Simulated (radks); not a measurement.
Results of a calculation; reference values are marked as such.
Spherical jellium clusters: N electrons in a uniform positive sphere of charge N and radius rs N^(1/3), rs = 3.14 bohr. Level of theory: non-relativistic Kohn-Sham, LDA (Slater exchange, Perdew-Wang correlation), spin-polarised, spherical densities (a radial shooting solver with Libxc functionals). Levels are named by radial order and angular momentum (1s, 1p, 1d, 2s, ...), and open shells are averaged over m.

N = 9, configuration 1s2 1p6 1d(up 1, down 0). This is the lowest configuration that the search found. Occupied and some empty levels:

level,occupation,eigenvalue (eV),<r> (bohr)
1s up,1,-6.1613,4.335
1s down,1,-6.0444,4.286
1p up,3,-4.2891,5.384
1p down,3,-4.1312,5.368
1d up,1,-2.1601,6.457
1d down,0,-1.9924,6.488
2s up,0,-1.7376,6.746
2s down,0,-1.6397,6.818
2p up,0,-0.38578,10.70
2p down,0,-0.32449,11.06
1f up,0,-0.10825,8.605

Energy (eV): total -14.1773, kinetic 22.865, external -389.80, Hartree 188.50, exchange-correlation -38.216, background 202.48.
